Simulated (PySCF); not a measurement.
Ionisation energy along the 16-electron series

Calculated with PySCF 2.14 and a two-component X2C-1e Hamiltonian (Gaussian nucleus, no Breit or QED terms), each ion in its own even-tempered basis scaled to its charge; GMP2 freezes 1s2 and drops the highest virtual spinors. Values in eV. NIST values: (m) measured, (s) semi-empirical, (t) theoretical.

| ion | configuration | GHF (spin-free) | GMP2 (spin-free) | GHF (screened spin-orbit) | GMP2 (screened spin-orbit) | NIST |
| --- | --- | --- | --- | --- | --- | --- |
| Ce⁴²⁺ | [Ne] 3s2 3p4 | 3296.4 | 3297.6 | 3275.9 | 3276.2 | 3274 ± 4 (t) |
| Pr⁴³⁺ | [Ne] 3s2 3p4 | 3443.8 | 3445.1 | 3420.9 | 3421.1 | 3419 ± 4 (t) |
| Nd⁴⁴⁺ | [Ne] 3s2 3p4 | 3594.6 | 3595.8 | 3568.9 | 3569.2 | 3567 ± 4 (t) |

Between Z = 58 and Z = 60 the GMP2 (screened spin-orbit) value grows as Z to the power 2.53.
